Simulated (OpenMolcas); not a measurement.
**3d5 along the 23-electron sequence**

```yaml
Program: OpenMolcas
Method: SS-CASPT2, IPEA 0.25 Eh, imaginary shift 0.1 Eh
Basis: ANO-R3
Scalar_Hamiltonian: X2C, finite nucleus
Spin-orbit_coupling: state interaction with AMFI integrals over the reference wave functions, term energies averaged over their components
```

Active space for each ion: 5 electrons in 5 orbitals (3d); closed shells correlated by CASPT2: 3s 3p.

Computed levels in cm-1 above 6S 5/2:

| Level | Fe3+ | Co4+ | Ni5+ | Cu6+ |
| --- | --- | --- | --- | --- |
| 4G 5/2 | 32860 | 37990 | 42840 | 47440 |
| 4G 7/2 | 32890 | 38040 | 42920 | 47570 |
| 4G 11/2 | 32900 | 38060 | 42940 | 47610 |
| 4G 9/2 | 32910 | 38070 | 42970 | 47650 |
| 4P 5/2 | 36220 | 41870 | 47160 | 52100 |
| 4P 3/2 | 36300 | 42000 | 47360 | 52400 |
| 4P 1/2 | 36380 | 42150 | 47600 | 52760 |
| 4D 7/2 | 39530 | 45610 | 51380 | 56900 |
| 4D 1/2 | 39620 | 45750 | 51610 | 57260 |
| weight of 6S in the lowest level (%) | 100 | 100 | 100 | 100 |

Measured, with the error of the calculation in %. Measured levels: Fe3+ from Corliss and Sugar, J. Phys. Chem. Ref. Data 11, 135 (1982); Co4+ from Sugar and Corliss, J. Phys. Chem. Ref. Data 10, 1097 (1981); Ni5+ from Corliss and Sugar, J. Phys. Chem. Ref. Data 10, 197 (1981); Cu6+ from the list in Gamrath, thesis, University of Mons (2023).

| Level | Fe3+ | Co4+ | Ni5+ | Cu6+ |
| --- | --- | --- | --- | --- |
| 4G 11/2 | 32246 (+2.0) | 37218 (+2.3) | 41921 (+2.4) |  |
| 4P 5/2 | 35254 (+2.7) | 40753 (+2.8) | 45884 (+2.8) | 50732 (+2.7) |
| 4P 3/2 | 35333 (+2.7) | 40891 (+2.7) | 46104 (+2.7) | 51067 (+2.6) |
| 4P 1/2 | 35407 (+2.8) | 41024 (+2.7) | 46325 (+2.8) | 51407 (+2.6) |
| 4D 7/2 | 38779 (+1.9) | 44709 (+2.0) | 50331 (+2.1) | 55742 (+2.1) |
| 4D 1/2 | 38897 (+1.9) | 44908 (+1.9) |  | 56210 (+1.9) |

4G 5/2 changes by a factor of 1.44 over the same range, with steps per unit of Z of +5130, +4850, +4600 cm-1.

CASPT2 breaks the degeneracy within a term, and the mean is taken; among the terms shown or strongly mixed into the levels shown the widest spread is 70 cm-1 (3d5 4G, Fe3+). Computed and measured levels are paired by configuration, term and J; levels that our copy of the source lacks, or whose pairing is in doubt (as where it misses far off the trend of its configuration), stay unpaired and out of the deviations. Levels of configurations outside the active space are missing.
